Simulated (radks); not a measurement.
Results of a calculation; reference values are marked as such.
Radial electron density D(r) = 4 pi r^2 rho(r) of an atom or ion with 44 electrons. Code: a radial shooting solver on a logarithmic mesh with Libxc functionals. Model: non-relativistic Kohn-Sham, PBE, spin-polarised, spherical densities, point nucleus.

```
   r/bohr * D(r) (the largest magnitude, 93.5, reaches the edge; | marks zero)
 0.001535 | *
 0.002015 |  *
 0.002624 |    *
 0.003444 |      *
 0.004521 |          *
 0.005886 |               *
 0.007726 |                      *
  0.01006 |                             *
  0.01321 |                                    *
   0.0172 |                                        *
  0.02257 |                                        *
  0.02963 |                                     *
  0.03858 |                                    *
  0.05063 |                                         *
  0.06593 |                                                  *
  0.08654 |                                                      *
   0.1136 |                                               *
   0.1479 |                                        *
   0.1942 |                                            *
   0.2528 |                                             *
   0.3318 |                             *
   0.4356 |               *
   0.5672 |                *
   0.7444 |               *
   0.9694 |       *
    1.272 | *
    1.657 *
    2.175 *
```

What is the nuclear charge?

Answer. Z = 56. The innermost maximum, from 1s, lies near 1/Z = 0.0179 bohr (found: 0.0199), and its height grows with Z. The density is that of the barium ion Ba12+ in [Kr] 4d8; the configuration itself is not fixed sharply by these data, and Z only to a few units. D(r) has 4 maxima, at r = 0.0199, 0.0838, 0.228, 0.634 bohr, and minima at 0.0368, 0.154, 0.476 bohr, inside which lie 1.99, 11.37, 29.03 electrons.
